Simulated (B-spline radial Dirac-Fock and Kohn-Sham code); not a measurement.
# The free selenium atom: differential elastic cross section for electrons at 2 keV

The computed values come from a radial atomic solver: relativistic (Dirac) partial waves in the static field of the Dirac-Fock atom with Furness-McCarthy exchange, without polarisation or absorption potentials.

```
θ (°)  dσ/dΩ (a₀²/sr)  Sherman function
    0             104             0.000
    1            99.2             0.000
    2            86.8             0.000
    3            70.4             0.000
    5            39.6             0.000
    7            20.4             0.000
   10            8.07             0.000
   15            2.62             0.000
   20            1.15            -0.001
   25           0.588            -0.002
   30           0.350            -0.002
   40           0.171             0.001
   50           0.101             0.009
   60          0.0652             0.018
   70          0.0455             0.021
   80          0.0343             0.013
   90          0.0283            -0.005
  100          0.0259            -0.027
  110          0.0261            -0.041
  120          0.0283            -0.045
  130          0.0318            -0.041
  140          0.0358            -0.034
  150          0.0399            -0.025
  160          0.0432            -0.016
  170          0.0455            -0.008
  180          0.0462             0.000
```

The total elastic cross section is 4.57 a₀², the first transport cross section 0.547 a₀² and the second, weighted with (3/2) sin²θ, 0.760 a₀². The mean deflection is ⟨1 − cos θ⟩ = 0.120, and 4.3 % of the collisions scatter beyond 90°.

On this grid of angles the cross section has a minimum near 100°.
